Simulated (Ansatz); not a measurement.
`OB(Br)O[SiH3]` + `CC[SiH2]O` → `CC[SiH2]O[SiH3]` + `OB(O)Br`  (ligand exchange at the Si–O bond)

Isolated molecules relaxed with PBE0-D4/def2-TZVP in Ansatz; ΔE leaves out vibrations. CBS: MP2 limit from def2 TZ/QZ plus the TZ coupled-cluster correction, frozen cores. Functionals use def2-TZVPP. B3LYP here is the variant with VWN-RPA as its local correlation; programs differ in this. For Br outer-core shells are correlated without core-valence functions, which leaves a few kJ/mol of doubt a bond. Scalar relativity is left out up to krypton. Each species was taken in one conformer, which may not be the lowest.

```
             level  ΔE (eV)
          B3LYP-D4    -0.17
SCS-MP2/def2-TZVPP    -0.16
```

(1) What does CCSD(T)/CBS give? (An estimate is asked.)

Largest T1 diagnostic among the species: 0.011.

Answers

(1) Computed: -0.15 eV. The listed levels differ from it by -0.02, -0.01 eV.

In def2-TZVPP, CCSD(T) changes the Hartree–Fock value by +0.05 eV (the triples alone add +0.01 eV) and MP2 by +0.06 eV.
